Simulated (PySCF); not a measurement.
**SMILES C=Cc1ccncc1, C7H7N**

Geometry:
```tsv
atom	x (Å)	y (Å)	z (Å)
C1	-2.415	1.006	0.058
C2	-1.658	-0.069	-0.188
C3	-0.198	-0.156	-0.069
C4	0.615	0.916	0.328
C5	1.991	0.732	0.410
N6	2.606	-0.418	0.130
C7	1.841	-1.437	-0.247
C8	0.454	-1.361	-0.362
H9	-3.500	0.964	-0.062
H10	-1.993	1.960	0.384
H11	-2.150	-0.993	-0.512
H12	0.186	1.889	0.574
H13	2.634	1.564	0.720
H14	2.356	-2.378	-0.474
H15	-0.119	-2.236	-0.677
```

Theory: PySCF 2.14.0, quadratic response CAM-B3LYP/aug-cc-pVDZ first hyperpolarisability, Taylor convention, gas phase. Geometry: PBE0-D3(BJ)/def2-SVP.

Problem. Give the tensor of the static β(0;0,0) in the axes of these coordinates.

Solution. In au, Taylor convention; rows are the first index (the induced dipole):
```tsv
	xx	yy	zz	xy	xz	yz
x	-79.4	+43.5	+37.4	-0.2	-15.5	+2.2
y	-0.2	-12.6	-6.9	+43.5	+2.2	+5.6
z	-15.5	+5.6	+4.2	+2.2	+37.4	-6.9
```
Norm of βᵢ = ⅓ Σⱼ (βᵢⱼⱼ + βⱼᵢⱼ + βⱼⱼᵢ): 20.6 au, hyper-Rayleigh value 41.0 au.
